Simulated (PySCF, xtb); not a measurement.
B(Cl)(SH)2 (BClH2S2), SMILES SB(S)Cl.

Geometry optimised at PBE0-D3(BJ)/def2-SVP. Other conformers were not sampled.

These are IEF-PCM-PBE0/def2-SVP (PySCF) values and carry that method's errors.

The values are the electrostatic part of the solvation free energy, E(continuum) − E(gas) at the gas-phase geometry, in a cavity of scaled van der Waals radii (PySCF's table); cavitation and dispersion terms are not included. In vacuum the orbital gap is 7.05 eV. The dipole moment in vacuum is 2.41 D.

Computed values in water (ε = 78.36), 1-octanol (ε = 9.86), dimethylsulfoxide (ε = 46.83):
```
solvent                ε  ΔG(elec) (kcal/mol)  dipole (D)  gap (eV)
-----------------  -----  -------------------  ----------  --------
water              78.36                 -4.5        3.45      6.99
1-octanol           9.86                 -3.7        3.27      7.00
dimethylsulfoxide  46.83                 -4.4        3.43      6.99
```

For comparison, GFN2-xTB/ALPB(water) (xtb, at the GFN2-xTB geometry, all terms of that model) gives -4.0 kcal/mol.
